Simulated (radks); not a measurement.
Q: Cu XXIV, 6 electrons, occupied as [He] 2s2 2p1 4s1 (not the ground configuration). All-electron calculation, non-relativistic Kohn-Sham, r2SCAN, spin-polarised, spherical densities, point nucleus; open shells are filled with parallel spins first; meta-GGA in the generalised Kohn-Sham scheme. Program: a radial shooting solver on a logarithmic mesh with Libxc functionals. Some entries of the table are withheld. Estimate them.

orbital  occ.  eigenvalue (hartree)  r(max) (bohr)  <1/r> (bohr^-1)
1s up       1             -377.9386        0.03484            28.61
1s down     1             -377.5459        0.03482            28.63
2s up       1             -83.34707            (1)              (2)
2s down     1             -82.66879            (3)              (4)
2p up       1             -80.47151         0.1494            6.683
2p down     0             -79.59882         0.1502            6.653
4s up       1             -18.83556         0.9616            1.569

A: 
(1) 2s up r(max) (bohr): 0.1901
(2) 2s up <1/r> (bohr^-1): 6.756
(3) 2s down r(max) (bohr): 0.1907
(4) 2s down <1/r> (bohr^-1): 6.710
